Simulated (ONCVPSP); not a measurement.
**Potentials for vanadium compared**

Generated with ld1.x 7.5 (TM, RRKJ, ultrasoft, PAW), atompaw 4.2 or ONCVPSP 4.0.1. The cutoff is in Ry: for ld1.x and atompaw files where the sum of valence levels is converged to 10 mRy in a Bessel basis, for ONCV files where the hardest occupied wave has 1 mHa per electron of residual kinetic energy. The error is the largest all-electron minus pseudo excitation energy over each file’s own four to seven test configurations (ionisations up to +4, promotions, holes and added fractions of an electron), all of which were solved. The labels leave out finer settings (local radius, basis sizes, second energies), which also bear on the numbers. Spin-polarised tests are not counted. The rows are a selection from randomly drawn settings: files with unsolved tests, undetermined cutoffs or missed reference levels are left out.

| potential | cutoff (Ry) | largest error (meV) | bound ghosts |
| --- | --- | --- | --- |
| ONCV, PBE, scalar-relativistic, rc 1.55/1.50/1.15 (spd), local smoothed, core correction yes, reference 3s2 3p6 3d3 4s2, qcut 6.2/8.4/9.3, projectors 2/2/2 | 92 | -1.7 | none |
| ONCV, PBE, scalar-relativistic, rc 1.65/1.55/2.10 (spd), local smoothed, core correction yes, reference 3s2 3p6 3d3 4s2, qcut 7/8.4/6.9, projectors 2/2/2 | 46 | +173 | none |
| ONCV, LDA (Perdew-Zunger), scalar-relativistic, rc 1.50/1.20/1.90/1.75 (spdf), local smoothed, core correction yes, reference 3s2 3p6 3d3 4s1, qcut 10.5/10.1/9.4/7.2, projectors 2/2/2/2 | 60 | +57 | none |

Problem. Fill in the row for V: ONCV, PBE, scalar-relativistic, rc 1.25/1.35/1.40 (spd), local smoothed, core correction yes, reference 3s2 3p6 3d3 4s1, qcut 11.1/9.3/13.5, projectors 2/3/3.

Solution. cutoff 107 Ry, largest error +11 meV, bound ghosts: none.

Problem. Fill in the row for V: ONCV, PBE, scalar-relativistic, rc 1.65/1.80/2.05 (spd), local smoothed, core correction no, reference 3s2 3p6 3d3 4s1.5 4p0.5, qcut 9.6/8.1/8.3, projectors 2/2/1.

Solution. cutoff 50 Ry, largest error +20 meV, bound ghosts: none.
